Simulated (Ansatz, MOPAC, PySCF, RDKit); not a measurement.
Dimer: H2S (SMILES S) (first 3 atoms) with ClH3Si (SMILES [SiH3]Cl); geometry from B3LYP-D3(BJ)/def2-TZVP, rigid monomers moved along the line of their centres of mass till S1···Si4 is 3.44 Å.
(charge 0, multiplicity 1):
```xyz
8

S      1.201    -0.080    -0.535
H     -0.045    -0.528    -0.315
H      0.845     1.187    -0.273
Si     0.849     0.011     2.885
Cl    -0.846     0.901     2.087
H      0.920    -1.380     2.406
H      0.708     0.044     4.355
H      2.029     0.786     2.464
```

Counterpoise-corrected where a basis set is named; no monomer relaxation.

The state that AM1, PM6 reach isn't checked.

The values were computed with Ansatz (a program for electronic structure); MOPAC for AM1, PM6 (differences of heats of formation); PySCF for the dispersion terms; RDKit for the force fields. 

### Question
One of these levels gives -49.6 meV for the interaction energy. Which one is it?
A) MMFF94
B) B3LYP-D3(BJ)/def2-TZVPPD
C) AM1
D) PM6

### Answer
B, B3LYP-D3(BJ)/def2-TZVPPD. The others give 180.5 (MMFF94), 25.7 (AM1), -19.5 (PM6)
